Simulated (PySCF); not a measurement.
Cl3Fe, neutral, multiplicity 6. Atoms are numbered in the order given.

```xyz
4

Fe     0.0000     0.0000     0.0000
Cl     2.1506     0.0000     0.0000
Cl    -1.0753    -1.8625     0.0000
Cl    -1.0753     1.8625     0.0000
```
Charge 0, spin multiplicity 6.

The structure is a stationary point at B3LYP-D3(BJ)/def2-SVP. The spin state was assumed, not searched. The isomer is the one that the SMILES or the coordinates give; other isomers of the formula were not compared.

Calculation: PySCF with B3LYP/def2-TZVPD.

Mulliken values depend strongly on the basis, most of all with diffuse functions as here. ESP charges are fitted to the potential on shells at 1.4 to 2.0 van der Waals radii. Atomic charges (e):

```csv
atom,Mulliken,ESP fit,meta-Löwdin,Mulliken spin
Fe1,0.55,0.56,1.44,4.08
Cl2,-0.18,-0.19,-0.48,0.31
Cl3,-0.18,-0.19,-0.48,0.31
Cl4,-0.18,-0.19,-0.48,0.31
```
